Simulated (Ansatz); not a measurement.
A run on `C[N]([SiH3])[GeH3]` with other settings.

```yaml
crystal:
  periodic: [false, false, false]
  atoms:
    - {symbol: C, position_ang: [-0.243637, 1.524368, -1.115005]}
    - {symbol: N, position_ang: [-0.065024, 0.155478, -0.222797]}
    - {symbol: Si, position_ang: [0.598214, 0.467264, 1.583605]}
    - {symbol: Ge, position_ang: [-0.232670, -1.473013, -0.831065]}
    - {symbol: H, position_ang: [-0.999704, 0.788520, -1.317690]}
    - {symbol: H, position_ang: [-0.221691, 2.156257, -0.133767]}
    - {symbol: H, position_ang: [0.321010, 1.547122, -1.752627]}
    - {symbol: H, position_ang: [0.560369, -0.865044, 2.488924]}
    - {symbol: H, position_ang: [-0.237347, 1.084904, 2.268624]}
    - {symbol: H, position_ang: [1.887770, 0.721369, 1.413006]}
    - {symbol: H, position_ang: [-1.714222, -1.742099, -1.508447]}
    - {symbol: H, position_ang: [-0.277482, -2.554794, 0.391808]}
    - {symbol: H, position_ang: [1.018469, -1.962342, -1.849723]}
basis:
  gaussian: {orbitals: def2-mTZVPP}
total_charge: 1
magnetization: {spin_polarized: true, initial_magnetization: 1}
hamiltonian: {xc: {name: PBE0-DH}}
output: {forces: true}
```

```sh
$ ansatz run in.yaml --threads 4 --pin off --events-out ev --progress --plain --max-ram 10444MiB
```

Output, abridged:

```
Functional definition: PBE0-DH
  name "PBE0-DH"
  cite "Brémond & Adamo, J. Chem. Phys. 135, 024106 (2011) doi:10.1063/1.3604569"
  cite "Perdew, Burke & Ernzerhof, Phys. Rev. Lett. 77, 3865 (1996) doi:10.1103/PhysRevLett.77.3865"
  parameter a = 1/2
  parameter c = 1/8
  exchange = (1 - a)*pbe_x + a*exact_x
  correlation = (1 - c)*pbe_c + c*(mp2_os + mp2_ss)
1405 factors; integrals over basis functions are off by at most 1.4e-3 eV
mean field evaluation 1: about -67021.5252 eV, gradient 5.2e1 eV
mean field evaluation 2: about -67021.5248 eV, gradient 5.2e1 eV
mean field evaluation 4: about -67035.0348 eV, gradient 8.2e0 eV
mean field evaluation 8: about -67035.8961 eV, gradient 4.5e-1 eV
mean field evaluation 16: about -67035.9036 eV, gradient 3.2e-3 eV
mean field -67035.90355786 eV, -2463.5240171841 hartree, gradient 1.6e-6 eV, S^2 0.761239; 2 other end points of the search recorded, 0 dependent functions left out
16 core orbitals not correlated: weight in the atoms' cores, before any rotation towards them, 1.000 or more for the frozen orbitals, at most 0.000 for the correlated occupied ones
reference -67035.90358012 eV, -2463.5240180021 hartree; 18, 17 occupied and 117, 118 virtual orbitals, 1405 factors
second order -22.16897537 eV of doubles, -0.00000000 eV of singles
the calculation of the forces begins
Total energy: -67038.67470204 eV, -2463.6258548543 hartree
Atom 0 at    -0.243637     1.524368    -1.115005 Å, force   -10.026703    -3.527171    17.330046 eV/Å
Atom 1 at    -0.065024     0.155478    -0.222797 Å, force     3.183001     3.931474     2.654886 eV/Å
Atom 2 at     0.598214     0.467264     1.583605 Å, force     0.565033    -7.548421    -2.169322 eV/Å
Atom 3 at    -0.232670    -1.473013    -0.831065 Å, force    -0.731833    -6.902023    -1.843720 eV/Å
Atom 4 at    -0.999704     0.788520    -1.317690 Å, force    -2.966596     2.332255    -1.517308 eV/Å
Atom 5 at    -0.221691     2.156257    -0.133767 Å, force    -0.770400     0.094575    -3.339054 eV/Å
Atom 6 at     0.321010     1.547122    -1.752627 Å, force    11.552003     1.084595   -12.466193 eV/Å
Atom 7 at     0.560369    -0.865044     2.488924 Å, force     0.076858     1.136440    -1.602698 eV/Å
Atom 8 at    -0.237347     1.084904     2.268624 Å, force    -4.861732     4.715852     3.252657 eV/Å
Atom 9 at     1.887770     0.721369     1.413006 Å, force     3.595668     1.409116    -0.852380 eV/Å
Atom 10 at    -1.714222    -1.742099    -1.508447 Å, force     1.587488     0.830721     0.419454 eV/Å
Atom 11 at    -0.277482    -2.554794     0.391808 Å, force     0.268001     1.402614    -0.990242 eV/Å
Atom 12 at     1.018469    -1.962342    -1.849723 Å, force    -1.470789     1.039974     1.123876 eV/Å
Dipole moment:     0.118350     0.789830     0.051888 e Å
```

Run time 48 s (4 threads of an AMD EPYC on a shared host); peak host memory 0.92 GiB.
